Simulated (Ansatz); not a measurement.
`CC#CCCCC`, relaxed with RKS PBE-D4/def2-SVP in Ansatz from a rough embedded geometry. The force threshold is 0.03 eV/Å; the program also tests the step.

The species carries charge 0 and has multiplicity 1.

Start:

```xyz
19

C     3.360   -0.373   -1.207
C     2.192    0.318   -0.703
C     1.236    0.908   -0.285
C     0.068    1.596    0.233
C    -0.904    0.633    0.921
C    -1.505   -0.371   -0.060
C    -2.463   -1.333    0.630
H     3.112   -1.409   -1.437
H     3.720    0.112   -2.115
H     4.155   -0.359   -0.461
H     0.398    2.357    0.947
H    -0.440    2.105   -0.593
H    -0.377    0.094    1.712
H    -1.707    1.211    1.385
H    -2.037    0.168   -0.848
H    -0.696   -0.933   -0.532
H    -3.275   -0.788    1.108
H    -1.943   -1.908    1.393
H    -2.894   -2.027   -0.088
```

```
step  energy (eV)  largest force (eV/Å)  largest move (Å)
   1   -7437.8894                 2.102             0.000
   2   -7438.0314                 0.291             0.081
   3   -7438.0421                 0.095             0.027
   4   -7438.0426                 0.025             0.007
```

End:

```xyz
19

C     3.425   -0.363   -1.235
C     2.248    0.329   -0.720
C     1.267    0.921   -0.288
C     0.082    1.594    0.245
C    -0.930    0.641    0.916
C    -1.546   -0.383   -0.042
C    -2.514   -1.348    0.643
H     3.201   -1.423   -1.477
H     3.804    0.115   -2.163
H     4.256   -0.360   -0.498
H     0.400    2.371    0.976
H    -0.427    2.149   -0.577
H    -0.424    0.111    1.752
H    -1.735    1.254    1.378
H    -2.069    0.157   -0.863
H    -0.726   -0.952   -0.532
H    -3.358   -0.807    1.122
H    -2.005   -1.932    1.438
H    -2.949   -2.073   -0.076
```

Hardware: 2 threads of an AMD EPYC 7R13 on a shared host. Wall time 13 s, peak host memory 0.24 GiB.
